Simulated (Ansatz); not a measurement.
Reaction (redistribution): `C[SiH2]C[S][AlH2]` + `[CH3][GeH2][CH2]S` → `[CH3][GeH2][CH2][AlH2]` + `C[SiH2]CSS`

Gas-phase electronic energies from Ansatz, PBE0-D4/def2-TZVP geometries. CCSD(T)/CBS adds triple-zeta CCSD(T) − MP2 to the extrapolated MP2 energy (def2 sets, frozen cores). Functionals use def2-TZVPP. For Ge outer-core shells are correlated without core-valence functions, which leaves a few kJ/mol of doubt a bond. Scalar relativity is left out up to krypton. One conformer a species, not always the lowest.

`C[SiH2]C[S][AlH2]`:

Z-matrix (Å, degrees):
```
C
Si 1 1.892
Al 1 2.475 2 156.6
S 1 1.850 2 108.2 3 51.4
H 1 1.108 2 104.8 3 -69.8
H 1 1.094 2 109.9 3 173.5
C 2 1.862 1 110.6 3 10.9
H 2 1.491 1 107.5 3 132.1
H 2 1.486 1 107.1 3 -111.1
H 3 1.583 1 108.6 2 -51.3
H 3 1.582 1 106.2 2 175.8
H 7 1.092 2 110.4 1 -58.4
H 7 1.093 2 110.9 1 61.7
H 7 1.092 2 110.5 1 -178.5
```

`[CH3][GeH2][CH2]S`:

Z-matrix (Å, degrees):
```
C
Ge 1 1.948
H 1 1.091 2 109.5
H 1 1.090 2 110.7 3 120.2
H 1 1.091 2 110.2 3 -119.6
C 2 1.966 1 109.8 3 53.5
H 2 1.544 1 110.7 3 -64.7
H 2 1.545 1 111.0 3 174.6
S 6 1.810 2 112.4 1 -61.6
H 6 1.092 2 108.8 1 54.6
H 6 1.091 2 111.7 1 173.2
H 9 1.343 6 97.4 2 -52.0
```

`[CH3][GeH2][CH2][AlH2]`:

Cartesian coordinates in Å:
```
C -1.221 -0.154 1.699
Ge -0.723 -0.380 -0.168
C 1.162 -0.764 -0.499
Al 1.361 0.993 -1.346
H -2.234 0.240 1.786
H -1.169 -1.116 2.211
H -0.529 0.538 2.180
H -0.826 1.069 -0.845
H -1.714 -1.241 -0.969
H 1.693 -0.916 0.441
H 1.282 -1.634 -1.143
H 1.171 1.131 -2.916
H 1.746 2.234 -0.431
```

`C[SiH2]CSS`:

Z-matrix (Å, degrees):
```
C
Si 1 1.867
H 1 1.092 2 110.5
H 1 1.092 2 110.9 3 -120.0
H 1 1.093 2 111.0 3 119.9
C 2 1.884 1 110.3 3 -57.0
H 2 1.491 1 110.6 3 -177.0
H 2 1.488 1 110.4 3 63.7
S 6 1.817 2 113.3 1 60.8
H 6 1.097 2 109.5 1 -54.9
H 6 1.092 2 113.1 1 -174.3
S 9 2.035 6 104.0 2 74.6
H 12 1.348 9 99.9 6 -87.9
```

(1) Is it downhill or uphill in electronic energy at CCSD(T)/CBS, and by how much? (An estimate is asked.)

(2) What do these levels give: PBE0-D4, r2SCAN, CCSD/def2-TZVPP, CCSD(T)/def2-TZVPP, HF/def2-QZVPP, CCSD/CBS(def2)? (Best estimate.)

Largest T1 diagnostic among the species: 0.011.

## Answers

(1) Computed: Uphill: ΔE = +51.0 kJ/mol.

(2) Ansatz gave: PBE0-D4 44.1, r2SCAN 43.3, CCSD/def2-TZVPP 55.5, CCSD(T)/def2-TZVPP 54.2, HF/def2-QZVPP 59.3, CCSD/CBS(def2) 52.3 kJ/mol.

From PBE to PBE0 (25 % exact exchange), in def2-TZVPP and without D4, ΔE moves by +5.9 kJ/mol.
